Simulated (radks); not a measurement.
Values are calculated unless marked as measured or tabulated.
Question: Ionisation of neutral tantalum, [Xe] 4f14 5d3 6s2, to Ta+, [Xe] 4f14 5d3 6s1, under several functionals. Scalar-relativistic Kohn-Sham, spin-polarised, spherical densities, finite nucleus; open shells are filled with parallel spins first (spin-orbit coupling, left out, can overturn this in heavy ions); a radial shooting solver on a logarithmic mesh with Libxc functionals. Known Delta-SCF values: exchange-only B88 6.318 eV; BP86 7.570 eV. What does exchange-only PBE give, and what is its highest occupied eigenvalue?

Answer: 6.509 eV by Delta-SCF; the 5d eigenvalue is -3.570 eV. NIST: 7.550 eV (measured).
